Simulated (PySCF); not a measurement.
Isomers of C6H7NO, one GFN2-xTB conformer each. Single-point energies are computed at PBE0/pcSseg-1 (PySCF, gas phase, no added dispersion term), electronic only.

Question: Rank them by PBE0/pcSseg-1 energy, lowest first (kcal/mol).
A. `[CH3:1][O:2][c:3]1[cH:4][cH:5][cH:6][n:7][cH:8]1` with C1–O2–C3–C4 180°
B. `[CH3:1][O:2][c:3]1[cH:4][cH:5][n:6][cH:7][cH:8]1` with C1–O2–C3–C4 180°
C. `[CH:1]#[C:2][CH2:3][NH:4][C:5](=[O:6])[CH:7]=[CH2:8]` with C2–C3–N4–C5 -122°, C3–N4–C5–O6 -4°, N4–C5–C7–C8 179°
D. `[NH2:1][c:2]1[cH:3][cH:4][c:5]([OH:6])[cH:7][cH:8]1` with C4–C5–O6–H -179°

Answer: D (0.0), B (11.9), A (14.7), C (54.4).

As drawn, the lowest has an aromatic ring and an O–H bond, which the highest lacks; the highest has a C=O bond, a C≡C bond and a C(=O)–N unit, which the lowest lacks. GFN2-xTB itself gives, in the same order: 0.0, 1.2, 2.8, 54.9. Both levels put the same isomer lowest; measured from each level's own lowest isomer, the values differ by up to 11.9 kcal/mol (COc1cccnc1: 2.8 against 14.7).

Question: Which frontier levels, dipoles and rotational constants go with these structures?

Answer: 
```csv
SMILES,"HOMO (eV, PBE0/pcSseg-1)",LUMO (eV),dipole (D),"A, B, C (MHz)"
Nc1ccc(O)cc1,-5.43,-0.10,2.19,"5638, 1497, 1184"
COc1ccncc1,-7.24,-0.42,3.31,"5375, 1574, 1227"
COc1cccnc1,-6.84,-0.70,1.83,"5223, 1606, 1238"
C#CCNC(=O)C=C,-7.50,-1.10,3.32,"5939, 969.2, 905.7"
```
